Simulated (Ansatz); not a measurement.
Input for Ansatz (development build ahead of 0.2.0):

```yaml
crystal:
  periodic: [false, false, false]
  atoms:
    - { symbol: Pr, position_ang: [0.0, 0.0, 0.0] }
    - { symbol: Cu, position_ang: [0.0, 0.0, 2.85] }
basis:
  gaussian: { orbitals: def2-TZVPP }
magnetization:
  spin_polarized: true
  initial_magnetization: 4
hamiltonian:
  xc: pbe
```

The input is written out in the form of the current development build from the run's settings. The basis set brings a core potential for Pr, so the total leaves out those core electrons.

Output:

| Item | Value |
| --- | --- |
| Converged | yes |
| Total energy | -2157.18234 hartree |
| Spin squared of the determinant | 6.003 |
| Stability test | minimum |

Caution: other spin multiplicities were not run.
